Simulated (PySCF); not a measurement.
## Radial density of He (helium, neutral)

MN15, 1s1 2p1, 1s spin antiparallel (an excited configuration). Calculation: PySCF 2.14, in aug-cc-pVTZ with one added diffuse shell each of s, p, d type (5s4p3d, 32 functions); no relativity, point nucleus.

| r (bohr) | 4πr²ρ (e/bohr) | 4πr²(ρα − ρβ) |
| --- | --- | --- |
| 0.0105 | 0.003407 | -0.0034 |
| 0.0176 | 0.009526 | -0.0095 |
| 0.0296 | 0.02612 | -0.0261 |
| 0.0498 | 0.06843 | -0.0684 |
| 0.0838 | 0.1663 | -0.1663 |
| 0.141 | 0.3709 | -0.3709 |
| 0.237 | 0.6995 | -0.6991 |
| 0.399 | 1.019 | -1.0167 |
| 0.671 | 0.9609 | -0.9498 |
| 1.13 | 0.4752 | -0.4192 |
| 1.90 | 0.2099 | 0.0736 |
| 3.19 | 0.2607 | 0.2573 |
| 5.37 | 0.1415 | 0.1415 |
| 9.03 | 0.004253 | 0.0043 |

The outer electron is Rydberg-like, and this basis confines it to a smaller radius and binds it less than a complete one would. With the s spin flipped the determinant is a mixture of two multiplicities, not a spectroscopic state.
